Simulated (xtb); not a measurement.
xtb input (GFN1-xTB):

```bash
xtb mol.xyz --gfn 1 --sp --chrg -1 --uhf 0
```
mol.xyz:
```
7

O     -1.13600503     0.34081010    -1.29693360
B     -0.58681581    -0.04587979    -0.20956967
O     -1.21301531    -0.70080689     0.90022423
P      1.34887989     0.32112569     0.24821599
H     -2.14242538    -0.77346388     0.64551119
H      1.72684686    -0.90749603     0.86201340
H      1.90862198    -0.02655226    -1.00924118
```

Output:

```
           -------------------------------------------------
          |                Calculation Setup                |
           -------------------------------------------------

           -------------------------------------------------
          |                 G F N 1 - x T B                 |
           -------------------------------------------------

        Reference                      10.1021/acs.jctc.7b00118
      * Hamiltonian:
        H0-scaling (s, p, d)           1.850000    2.250000    2.000000
        zeta-weighting                 0.000000
      * Dispersion:
        s8                             2.400000
        a1                             0.630000
        a2                             5.000000
        s9                             0.000000
      * Repulsion:
        kExp                           1.500000
        rExp                           1.000000
      * Coulomb:
        alpha                          2.000000
        third order                    atomic
        anisotropic                    false
      * Halogen bond correction:
        rad-scale                      1.300000
        damping                        0.440000

          ...................................................
          :                      SETUP                      :
          :.................................................:
          :  # basis functions                  28          :
          :  # atomic orbitals                  27          :
          :  # shells                           15          :
          :  # electrons                        24          :
          :  # halogen bonds                     0          :
          :  max. iterations                   250          :
          :  Hamiltonian                  GFN1-xTB          :
          :  restarted?                      false          :
          :  GBSA solvation                  false          :
          :  PC potential                    false          :
          :  electronic temp.          300.0000000     K    :
          :  accuracy                    1.0000000          :
          :  -> integral cutoff          0.2500000E+02      :
          :  -> integral neglect         0.1000000E-07      :
          :  -> SCF convergence          0.1000000E-05 Eh   :
          :  -> wf. convergence          0.2000000E-04 e    :
          :  Broyden damping             0.4000000          :
          :  net charge                         -1          :
          :  unpaired electrons                  0          :
          ...................................................

 iter      E             dE          RMSdq      gap      omega  full diag
   1    -15.3494888 -0.153495E+02  0.751E+00    5.39       0.0  T
   2    -15.4364847 -0.869959E-01  0.411E+00    5.33       1.0  T
   3    -15.4364172  0.674453E-04  0.154E+00    5.51       1.0  T
   4    -15.4364676 -0.503340E-04  0.619E-01    5.37       1.0  T
   5    -15.4393978 -0.293024E-02  0.783E-02    5.48       1.0  T
   6    -15.4394331 -0.352762E-04  0.256E-02    5.48       1.5  T
   7    -15.4394354 -0.234221E-05  0.173E-02    5.48       2.2  T
   8    -15.4394372 -0.177832E-05  0.665E-03    5.48       5.7  T
   9    -15.4394375 -0.299389E-06  0.287E-04    5.48     131.5  T
  10    -15.4394375 -0.389500E-09  0.103E-04    5.48     366.8  T
  11    -15.4394375 -0.536691E-10  0.357E-06    5.48   10574.1  T

   *** convergence criteria satisfied after 11 iterations ***

         #    Occupation            Energy/Eh            Energy/eV
      -------------------------------------------------------------
         1        2.0000           -0.5369291             -14.6106
       ...           ...                  ...                  ...
         6        2.0000           -0.3025846              -8.2337
         7        2.0000           -0.2781099              -7.5678
         8        2.0000           -0.2639612              -7.1828
         9        2.0000           -0.2320552              -6.3145
        10        2.0000           -0.2225397              -6.0556
        11        2.0000           -0.2048649              -5.5747
        12        2.0000           -0.1384931              -3.7686 (HOMO)
        13                          0.0628859               1.7112 (LUMO)
        14                          0.0688432               1.8733
        15                          0.0976313               2.6567
        16                          0.1034628               2.8154
        17                          0.1395905               3.7985
       ...                                ...                  ...
        27                          1.3204212              35.9305
      -------------------------------------------------------------
                  HL-Gap            0.2013789 Eh            5.4798 eV
             Fermi-level           -0.0378036 Eh           -1.0287 eV

 SCC (total)                   0 d,  0 h,  0 min,  0.006 sec
 SCC setup                      ...        0 min,  0.000 sec (  1.327%)
 Dispersion                     ...        0 min,  0.000 sec (  0.614%)
 classical contributions        ...        0 min,  0.000 sec (  0.235%)
 integral evaluation            ...        0 min,  0.001 sec ( 21.784%)
 iterations                     ...        0 min,  0.002 sec ( 29.587%)
 molecular gradient             ...        0 min,  0.003 sec ( 44.137%)
 printout                       ...        0 min,  0.000 sec (  2.140%)

         :::::::::::::::::::::::::::::::::::::::::::::::::::::
         ::                     SUMMARY                     ::
         :::::::::::::::::::::::::::::::::::::::::::::::::::::
         :: total energy             -15.355019352416 Eh    ::
         :: gradient norm              0.030956203941 Eh/a0 ::
         :: HOMO-LUMO gap              5.479799735418 eV    ::
         ::.................................................::
         :: SCC energy               -15.439437505398 Eh    ::
         :: -> electrostatic           0.250293875071 Eh    ::
         :: repulsion energy           0.086238599661 Eh    ::
         :: dispersion energy         -0.001820446678 Eh    ::
         :: halogen bond corr.         0.000000000000 Eh    ::
         :: add. restraining           0.000000000000 Eh    ::
         :: total charge              -1.000000000000 e     ::
         :::::::::::::::::::::::::::::::::::::::::::::::::::::

           -------------------------------------------------
          |                Property Printout                |
           -------------------------------------------------

    * Orbital Energies and Occupations

         #    Occupation            Energy/Eh            Energy/eV
      -------------------------------------------------------------
         1        2.0000           -0.5369291             -14.6106
         2        2.0000           -0.4866599             -13.2427
         3        2.0000           -0.4600438             -12.5184
         4        2.0000           -0.3879674             -10.5571
         5        2.0000           -0.3317098              -9.0263
         6        2.0000           -0.3025846              -8.2337
         7        2.0000           -0.2781099              -7.5678
         8        2.0000           -0.2639612              -7.1828
         9        2.0000           -0.2320552              -6.3145
        10        2.0000           -0.2225397              -6.0556
        11        2.0000           -0.2048649              -5.5747
        12        2.0000           -0.1384931              -3.7686 (HOMO)
        13                          0.0628859               1.7112 (LUMO)
        14                          0.0688432               1.8733
        15                          0.0976313               2.6567
Note: The following floating-point exceptions are signalling: IEEE_DENORMAL
normal termination of xtb
        16                          0.1034628               2.8154
        17                          0.1395905               3.7985
        18                          0.1431305               3.8948
        19                          0.2228021               6.0628
        20                          0.2501502               6.8069
        21                          0.2910528               7.9199
        22                          0.4040977              10.9961
        23                          0.5274571              14.3528
       ...                                ...                  ...
        27                          1.3204212              35.9305
      -------------------------------------------------------------
                  HL-Gap            0.2013789 Eh            5.4798 eV
             Fermi-level           -0.0378036 Eh           -1.0287 eV

  Mulliken/CM5 charges         n(s)   n(p)   n(d)
     1O    -0.76645 -0.73428   1.736  5.030  0.000
     2B     0.45463  0.34762   0.840  1.705  0.000
     3O    -0.65857 -0.79911   1.715  4.944  0.000
     4P    -0.16944 -0.30504   1.765  3.350  0.054
     5H     0.28860  0.47413   0.711  0.000  0.000
     6H    -0.07677  0.00540   1.077  0.000  0.000
     7H    -0.07199  0.01128   1.072  0.000  0.000

Wiberg/Mayer (AO) data.
largest (>0.10) Wiberg bond orders for each atom

 ---------------------------------------------------------------------------
     #   Z sym  total        # sym  WBO       # sym  WBO       # sym  WBO
 ---------------------------------------------------------------------------
     1   8 O    1.819 --     2 B    1.614
     2   5 B    3.380 --     1 O    1.614     3 O    0.908     4 P    0.836
     3   8 O    1.926 --     2 B    0.908     5 H    0.901
     4  15 P    2.969 --     7 H    0.990     6 H    0.989     2 B    0.836
     5   1 H    0.948 --     3 O    0.901
     6   1 H    1.009 --     4 P    0.989
     7   1 H    1.011 --     4 P    0.990
 ---------------------------------------------------------------------------

Topologies differ in total number of bonds
Writing topology from bond orders to xtbtopo.mol

 dipole moment from electron density (au)
     X       Y       Z
   0.2185  -0.5760   0.8454  total (Debye):    2.659

           -------------------------------------------------
          | TOTAL ENERGY              -15.355019352416 Eh   |
          | GRADIENT NORM               0.030956203941 Eh/α |
          | HOMO-LUMO GAP               5.479799735418 eV   |
           -------------------------------------------------

------------------------------------------------------------------------
------------------------------------------------------------------------
 total:
 SCF:
```

It need not be the lowest isomer of its formula. Whether it binds its extra electron was not tested at this geometry.
